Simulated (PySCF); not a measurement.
Dipole moment and polarisability of `C[SiH2]CC1CSC1`

Compound: C₅H₁₂SSi.
Numbering: `[CH3:1][SiH2:2][CH2:3][CH:4]1[CH2:5][S:6][CH2:7]1` (hydrogens: H8, H9, H10 on C1; H11, H12 on Si2; H13, H14 on C3; H15 on C4; H16, H17 on C5; H18, H19 on C7)

Geometry (GFN2-xTB, Å), atoms numbered from 1 in this order:
```xyz
19
C5H12SSi angstrom
C     -3.137   -0.397    0.244
Si    -1.407   -0.743   -0.451
C     -0.195    0.552    0.248
C      1.220    0.381   -0.274
C      1.945   -0.890    0.179
S      3.491    0.024    0.533
C      2.259    1.357    0.296
H     -3.151   -0.455    1.329
H     -3.853   -1.120   -0.132
H     -3.492    0.591   -0.037
H     -1.415   -0.641   -1.916
H     -0.972   -2.091   -0.063
H     -0.538    1.556   -0.011
H     -0.177    0.505    1.339
H      1.218    0.438   -1.366
H      1.543   -1.316    1.097
H      2.070   -1.668   -0.569
H      1.976    1.784    1.257
H      2.605    2.142   -0.372
```

Level: CAM-B3LYP/def2-SVPD (PySCF), static field, nuclei fixed, core orbitals frozen in the response. The polarisability tensor in these axes (au):

```
x   127.79   3.29   3.45
y     3.29  96.47   1.93
z     3.45   1.93  88.48
```

**Question.** Give the principal values, the mean and the anisotropy Δα = √{½[(α1 − α2)² + (α2 − α3)² + (α1 − α3)²]}.

**Answer.** Principal values 87.86, 96.42 and 128.46 au; mean 104.25 au = 15.45 Å³ = 17.19 × 10⁻⁴⁰ C²·m²/J; Δα = 37.07 au (36 % of the mean).

**Question.** What is the dipole moment, and where does it point?

**Answer.** (-2.36, 0.65, -0.15) D, 2.45 D in size, pointing from the negative to the positive side. Measured along this direction, the outermost atoms are S6 at the negative end and H10 and H9 at the positive end.

**Question.** Orientational against electronic polarisability at 298 K (dilute gas, rigid molecules)?

**Answer.** In Gaussian units μ²/3kT = 48.62 Å³ against 15.45 Å³, a ratio of 3.15; the Debye molar polarisation (4π/3)N_A(α + μ²/3kT) is 161.6 cm³/mol, leaving out the vibrational part.

**Question.** What are the principal values of the traceless quadrupole moment, Θ = ½Σq(3rr − r²1), about the centre of nuclear charge?

**Answer.** -9.02, 2.31, 6.71 D·Å. The values depend on the origin, since the dipole doesn't vanish. The electronic extent ⟨r²⟩ about the same centre is 1732 bohr², a root-mean-square distance of 2.60 Å for the 72 electrons.

**Question.** Find the Langevin capture rate constant for H3O+ (19.018 u) meeting this molecule (132.043 u), k = 2.342 × 10⁻⁹ cm³/s × √(α in Å³ / reduced mass in u).

**Answer.** The reduced mass is 16.62 u, so k = 2.26 × 10⁻⁹ cm³/s. The formula leaves out the permanent dipole, which adds to the capture rate.

**Question.** What would n − 1 = 2πNα be for an ideal gas of these molecules at 350 K and 1 atm, electronic part alone?

**Answer.** N = p/kT = 2.0968 × 10¹⁹ cm⁻³, so n − 1 = 2π × N × 15.45 × 10⁻²⁴ cm³ = 2035 × 10⁻⁶ at long wavelengths.

**Question.** Directions of the eigenvectors, and the extent of the frame along each?

**Answer.** Largest value along (0.99, 0.11, 0.09), where the nuclei span 7.45 Å; middle along (-0.12, 0.98, 0.18), 3.71 Å; least along (-0.07, -0.19, 0.98), 3.26 Å. The response follows the extents in order.

Geometry: GFN2-xTB, one conformer, isolated molecule.

These values come from a run that also computed excited states. On Arm Neoverse N1, one thread, on a shared host, this took 1.9 min wall and 1.2 GiB of memory at its peak.
